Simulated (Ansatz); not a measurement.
System: CuH, charge 0, multiplicity 1. SMILES: [CuH]
Geometry from a B3LYP-D3(BJ)/def2-TZVP (Ansatz, a quantum-chemistry and plane-wave program) optimisation:
```xyz
2

Cu     0.0000     0.0000    -0.0494
H      0.0000     0.0000     1.4337
```

Property: vertical ionisation energy (to the doublet state of charge +1; each state is the SCF solution reached for its spin; for the doublet T1 is 0.123; for the singlet T1 is 0.040), in eV. Cores are frozen in the correlated levels unless marked. Open shells are spin-unrestricted. Spin-orbit coupling is left out. Frozen are the shells of the preceding noble gas and the d and f shells that filled before the atom's block. Non-relativistic. 

```tsv
level	program	vertical ionisation energy (eV)
SVWN5/def2-TZVPD	Ansatz	9.89
PBE/def2-TZVPD	Ansatz	9.58
r2SCAN/def2-TZVPD	Ansatz	9.39
BHLYP/def2-TZVPD	Ansatz	9.16
wB97X-V/def2-TZVPD	Ansatz	9.28
CCSD/def2-SVPD	Ansatz	8.71
CCSD/def2-TZVPPD	Ansatz	9.10
CCSD(T)/def2-SVPD	Ansatz	8.80
CCSD(T)/def2-TZVPPD	Ansatz	9.20
```
